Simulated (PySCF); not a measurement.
Two-photon absorption: SMILES CCc1ccc(C(C)=O)cc1, C10H12O

Geometry:
```json
{"atom": "C1", "x (Å)": "-3.588", "y (Å)": "0.360", "z (Å)": "0.348"}
{"atom": "C2", "x (Å)": "-2.781", "y (Å)": "-0.116", "z (Å)": "-0.858"}
{"atom": "C3", "x (Å)": "-1.315", "y (Å)": "-0.254", "z (Å)": "-0.550"}
{"atom": "C4", "x (Å)": "-0.430", "y (Å)": "0.808", "z (Å)": "-0.770"}
{"atom": "C5", "x (Å)": "0.917", "y (Å)": "0.699", "z (Å)": "-0.441"}
{"atom": "C6", "x (Å)": "1.417", "y (Å)": "-0.483", "z (Å)": "0.119"}
{"atom": "C7", "x (Å)": "2.853", "y (Å)": "-0.669", "z (Å)": "0.490"}
{"atom": "C8", "x (Å)": "3.809", "y (Å)": "0.479", "z (Å)": "0.270"}
{"atom": "O9", "x (Å)": "3.239", "y (Å)": "-1.718", "z (Å)": "0.958"}
{"atom": "C10", "x (Å)": "0.535", "y (Å)": "-1.549", "z (Å)": "0.341"}
{"atom": "C11", "x (Å)": "-0.808", "y (Å)": "-1.434", "z (Å)": "0.013"}
{"atom": "H12", "x (Å)": "-3.231", "y (Å)": "1.341", "z (Å)": "0.699"}
{"atom": "H13", "x (Å)": "-4.655", "y (Å)": "0.455", "z (Å)": "0.099"}
{"atom": "H14", "x (Å)": "-3.495", "y (Å)": "-0.344", "z (Å)": "1.189"}
{"atom": "H15", "x (Å)": "-3.173", "y (Å)": "-1.087", "z (Å)": "-1.204"}
{"atom": "H16", "x (Å)": "-2.914", "y (Å)": "0.589", "z (Å)": "-1.694"}
{"atom": "H17", "x (Å)": "-0.805", "y (Å)": "1.735", "z (Å)": "-1.212"}
{"atom": "H18", "x (Å)": "1.581", "y (Å)": "1.545", "z (Å)": "-0.631"}
{"atom": "H19", "x (Å)": "4.805", "y (Å)": "0.180", "z (Å)": "0.619"}
{"atom": "H20", "x (Å)": "3.861", "y (Å)": "0.743", "z (Å)": "-0.798"}
{"atom": "H21", "x (Å)": "3.481", "y (Å)": "1.377", "z (Å)": "0.814"}
{"atom": "H22", "x (Å)": "0.942", "y (Å)": "-2.465", "z (Å)": "0.774"}
{"atom": "H23", "x (Å)": "-1.483", "y (Å)": "-2.276", "z (Å)": "0.189"}
```

Computed, not measured: TDDFT CAM-B3LYP/def2-SVPD excited states, vertical, gas phase (PySCF). Geometry: PBE0-D3(BJ)/def2-SVP.

Problem. How strongly do the lowest singlets absorb one photon, and two photons of half the energy?

Solution. δ for parallel linear polarisation; σ at the peak of a Lorentzian of half width 0.1 eV, single beam; Ω is circular over linear.
```tsv
state	E (eV)	f	photon λ (nm)	δ (au)	σ (GM)	Ω	main
S1	4.03	0.000	615	<0.1	0.00	–	HOMO−2→LUMO 0.51, HOMO−1→LUMO 0.36
S2	5.03	0.015	493	11.2	0.10	1.27	HOMO−1→LUMO 0.38, HOMO−2→LUMO 0.28
S3	5.27	0.339	471	401	4.08	0.75	HOMO→LUMO 0.87
S4	6.38	0.196	388	8.35	0.12	1.50	HOMO→LUMO+1 0.64, HOMO−1→LUMO 0.17
S5	6.59	0.001	376	0.48	0.01	0.83	HOMO−2→LUMO+1 0.53, HOMO−1→LUMO+1 0.43
S6	6.70	0.567	370	158	2.60	0.70	HOMO−1→LUMO+1 0.46, HOMO−2→LUMO+1 0.38
```

Among these, the strongest one-photon state is S6, the strongest two-photon state S3, with a dipole change of 3.3 D (relaxed, norm of the difference vector).
